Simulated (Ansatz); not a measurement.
Ansatz results at the PBE0-D4/def2-TZVP geometry: LUMO energy (PBE0/def2-TZVPP) -1.82 eV; HOMO–LUMO gap (PBE/def2-TZVPP) 2.10 eV; zero-point energy (PBE0-D4/def2-TZVP) 73.6 kJ/mol.

**Question.** Which molecule gave them?
A. `CC(=O)C(=N)Br`
B. `[BH]1O[BH][Zn]1`
C. `FC1=CN1`
D. `BC#CN`

**Answer.** B. The others give `CC(=O)C(=N)Br`: -2.40, 2.87, 180.5; `BC#CN`: -1.16, 3.95, 148.4; `FC1=CN1`: 0.14, 4.21, 97.1.
